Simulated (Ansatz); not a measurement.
`CB(F)BCl` + H–F → `CB(F)F` + `BCl`  (cleavage of the B–B bond)

Computed with Ansatz on PBE0-D4/def2-TZVP structures; ΔE is electronic, products minus reactants. CBS: MP2 limit from def2 TZ/QZ plus the TZ coupled-cluster correction, frozen cores. This one scheme is used for every species. DFT in def2-TZVPP. Each species was taken in one conformer, which may not be the lowest.

`CB(F)BCl`:

```xyz
9

C     0.035   -1.306   -0.003
B    -0.100    0.132    0.588
F    -0.097    0.273    1.917
B    -0.206    1.539   -0.358
Cl    1.270    2.262   -0.955
H    -0.577   -1.458   -0.896
H     1.076   -1.436   -0.329
H    -0.184   -2.088    0.728
H    -1.217    2.083   -0.692
```

H–F:

Cartesian coordinates in Å:
```
F 0.312 0.309 -0.136
H -0.312 -0.309 0.136
```

`CB(F)F`:

Cartesian coordinates in Å:
```
C 0.580 0.384 -0.078
B -0.693 -0.488 0.114
F -0.861 -1.291 1.151
F -1.686 -0.462 -0.761
H 1.347 0.182 0.670
H 1.002 0.232 -1.075
H 0.310 1.443 -0.022
```

`BCl`:

Cartesian coordinates in Å:
```
B -0.023 -0.080 0.128
Cl 0.242 0.832 -1.322
H -0.555 -1.141 0.034
H 0.336 0.390 1.160
```

```tsv
level	ΔE (kcal/mol)
ωB97X-V	-44.9
MP2/CBS(def2)	-44.1
```

**Question.** What does CCSD(T)/CBS give? (Best estimate.)

**Answer.** Computed: -43.6 kcal/mol. The listed levels differ from it by -1.3, -0.5 kcal/mol.

Largest T1 diagnostic among the species: 0.013.

From BLYP to BHLYP (50 % exact exchange), in def2-TZVPP and without D4, ΔE moves by −2.4 kcal/mol. The D4 term adds +1.5 kcal/mol with B3LYP and +0.9 kcal/mol with PBE0; it sums over pairs of atoms, weighted by their polarisabilities, and B3LYP, whose exchange is more repulsive, gets the larger term. At CCSD(T), def2-SVP lies −6.5 kcal/mol from the extrapolated value and def2-TZVPP −1.4 kcal/mol.

B3LYP here is the variant with VWN-RPA as its local correlation; programs differ in this.
